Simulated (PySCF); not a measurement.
Atom-mapped SMILES (the numbers label the heavy atoms): `[CH3:1][C:2]#[C:3][SiH2:4][C:5]#[C:6][SiH2:7][F:8]` (H(Xn): hydrogen on atom n).

Computed data (PySCF 2.14): NMR shieldings at PBE0/pcSseg-1/GIAO, geometry: GFN2-xTB. One computed conformer, no solvent, averaged over atoms made equivalent by symmetry, fast rotation or ring inversion, no relativistic terms.

Chemical shifts δ = σref − σ; ¹³C against TMS, all at this level.

Question: Do the ¹³C shifts follow the atomic charges (in e)? Tabulate both.

Answer: 
| atoms | hybridisation | δ (ppm) | σ para (ppm) | Hirshfeld | IAO | Mulliken | ESP-fitted |
| --- | --- | --- | --- | --- | --- | --- | --- |
| C5 | sp | 117.1 | -193 | -0.13 | -0.28 | -0.24 | -0.18 |
| C2 | sp | 115.0 | -204 | -0.02 | +0.02 | -0.09 | +0.26 |
| C6 | sp | 114.0 | -193 | -0.15 | -0.34 | -0.33 | -0.24 |
| C3 | sp | 78.1 | -149 | -0.19 | -0.39 | -0.45 | -0.49 |
| C1 | sp3 | 6.2 | -71 | -0.09 | -0.44 | -0.16 | -0.55 |

Correlation coefficients of δ with charge over these carbons: Hirshfeld +0.01, IAO +0.60, Mulliken -0.10, ESP-fitted +0.71; with the paramagnetic shielding -1.00. Among the 4 sp carbons alone: Hirshfeld +0.60, IAO +0.50, Mulliken +0.77, ESP-fitted +0.70. With so few points, grouped by hybridisation, these coefficients are fragile. Charge is one influence among several: hybridisation and low-lying excitations act through the paramagnetic term.

Shifts are as computed. Against solution values, carbons near 30 ppm lie about +3 ppm off and those near 130 ppm about +5 ppm. Of 1309 compounds with measured shifts, 239 miss one by over three times the rms of a fit or turn the order of signals round; such compounds aren't used in these exercises.
